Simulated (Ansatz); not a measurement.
CH9BO2Si2 (SMILES CB(O[SiH3])O[SiH3]), singlet, at a GFN2-xTB geometry, with bond 4-2 at 1.8 times its length; CASSCF(4,4)/STO-3G in Ansatz (a program for electronic structure).

Here is a job for Ansatz.
Ansatz 0.2 input:
```yaml
crystal:
  periodic: [false, false, false]
  atoms:
    - {symbol: B, position_ang: [0.40410512, 0.44366262, 0.46007910]}
    - {symbol: C, position_ang: [1.01189901, 1.71625232, 1.21146891]}
    - {symbol: H, position_ang: [1.75124523, 1.43751699, 1.95586979]}
    - {symbol: H, position_ang: [-0.40323138, 2.73074634, 2.10633895]}
    - {symbol: H, position_ang: [1.48351568, 2.39173197, 0.50138323]}
    - {symbol: O, position_ang: [-0.52557818, 0.58581020, -0.49402172]}
    - {symbol: Si, position_ang: [-1.51947998, 1.41717991, -1.44380527]}
    - {symbol: H, position_ang: [-2.85919794, 0.93659781, -1.10785444]}
    - {symbol: H, position_ang: [-1.10941510, 1.08459279, -2.80754086]}
    - {symbol: H, position_ang: [-1.41299981, 2.86091480, -1.20788199]}
    - {symbol: O, position_ang: [0.82412409, -0.78407952, 0.78186651]}
    - {symbol: Si, position_ang: [0.74755817, -2.38093609, 0.55368872]}
    - {symbol: H, position_ang: [0.32654707, -2.90683645, 1.85235302]}
    - {symbol: H, position_ang: [2.11594856, -2.75196486, 0.19305284]}
    - {symbol: H, position_ang: [-0.19474065, -2.76949884, -0.49833637]}
basis:
  gaussian:
    orbitals: STO-3G
hamiltonian:
  xc: hf
magnetization: {spin_polarized: false}
correlation: {active_space: {window: {electrons: 4, orbitals: 4}}}
```

**Question.** Predict the main parts of the log of this Ansatz run.

**Answer.** 
```
Functional definition: HF
597 factors; integrals over basis functions are off by at most 6.8e-5 eV
mean field evaluation 1: about -21381.8230 eV, gradient 2.8e1 eV
mean field evaluation 2: about -21381.9565 eV, gradient 2.8e1 eV
mean field evaluation 4: about -21384.5782 eV, gradient 2.1e0 eV
mean field evaluation 8: about -21384.5967 eV, gradient 4.4e-2 eV
mean field -21384.59668612 eV, -785.8694332147 hartree, gradient 2.8e-6 eV, S^2 0.000000; 0 other end points of the search recorded, 0 dependent functions left out
reference -21384.59668612 eV, -785.8694332147 hartree; 32, 32 occupied and 15, 15 virtual orbitals, 597 factors
state -21387.32519546 eV, -785.9697040836 hartree
2 active orbitals were swapped for others, from the solution at -21387.16139038 eV, -785.9636843579 hartree to that at -21387.32519546 eV, -785.9697040836 hartree; typed "places" are swapped only where nearly empty or full, and so, without "given_window_search", are "orbital_numbers", "shells" and a window whose orbitals a file names under [Active]
Total energy: -21387.32519546 eV, -785.9697040836 hartree
```
